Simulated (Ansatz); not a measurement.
`Cl[SiH]1[BH][GeH2]1`, relaxed with RKS PBE-D4/def2-SVP in Ansatz 0.2.0 from a rough embedded geometry. The force threshold is 0.03 eV/Å; the program also tests the step.

Charge 0, multiplicity 1.

Start:

```xyz
8

Cl   -1.541   -1.423    1.674
Si    0.175   -0.606    0.928
B     0.222   -0.735   -1.049
Ge   -0.127    1.190   -0.210
H     1.475   -0.743    1.624
H     0.417   -1.387   -2.039
H     1.005    2.153   -0.443
H    -1.628    1.550   -0.484
```

```csv
step,energy (eV),largest force (eV/Å),largest move (Å)
1,-77625.1249,2.435,0.000
2,-77625.6134,0.505,0.195
3,-77625.6653,0.322,0.123
4,-77625.7345,0.460,0.189
5,-77625.8503,1.078,0.195
6,-77626.0458,1.046,0.197
7,-77626.2769,0.621,0.195
8,-77626.4376,0.298,0.200
9,-77626.4711,1.470,0.195
10,-77626.5377,0.498,0.199
11,-77626.5741,0.305,0.194
12,-77626.5884,0.294,0.181
13,-77626.6016,0.223,0.075
14,-77626.6021,0.181,0.190
15 (rejected),-77626.5904,0.195,0.200
16,-77626.6169,0.059,0.095
17,-77626.6191,0.087,0.097
18,-77626.6207,0.100,0.066
19,-77626.6223,0.089,0.072
20,-77626.6235,0.061,0.061
21,-77626.6242,0.043,0.070
22,-77626.6244,0.025,0.028
```

End:

```xyz
8

Cl    0.015   -2.861    1.938
Si    0.124   -1.018    0.994
B    -0.397   -0.566   -0.754
Ge    0.007    1.329   -0.843
H     0.711   -0.066    1.997
H    -0.876   -1.243   -1.631
H     0.624    2.126    0.339
H    -0.206    2.298   -2.040
```

It took 28 s on 4 threads of an Arm Neoverse V2 on a shared host, with 0.15 GiB of host memory at the peak.
